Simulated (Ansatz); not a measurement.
Ansatz (a program for electronic structure) input:

Ansatz 0.2 input:
```yaml
crystal:
  periodic: [false, false, false]
  atoms:
    - {symbol: C, position_ang: [-1.81838762, 0.65502594, 0.39951413]}
    - {symbol: C, position_ang: [-1.05814388, -0.46943758, 0.27022932]}
    - {symbol: B, position_ang: [0.41416476, -0.17791716, -0.08972055]}
    - {symbol: O, position_ang: [0.76751963, 1.14209730, -0.23158128]}
    - {symbol: O, position_ang: [1.40647009, -1.14653733, -0.28061647]}
    - {symbol: H, position_ang: [-2.87580514, 0.43395871, 0.65855049]}
    - {symbol: H, position_ang: [-1.43165227, -1.49828633, 0.40391924]}
    - {symbol: H, position_ang: [-0.12666442, 1.57156083, -0.03988611]}
    - {symbol: H, position_ang: [2.23056934, -0.69565725, -0.49485952]}
basis:
  gaussian:
    orbitals: aug-cc-pVQZ
total_charge: -1
magnetization: {spin_polarized: false}
correlation: {method: ccsd_t, electrons: outside_noble_gas}
```

Task: Which total energy does the run end on?

Result: -253.67095 Eh (CCSD(T)/aug-cc-pVQZ). The basis has 584 functions.

It need not be the lowest isomer of its formula. Whether it binds its extra electron was not tested at this geometry.
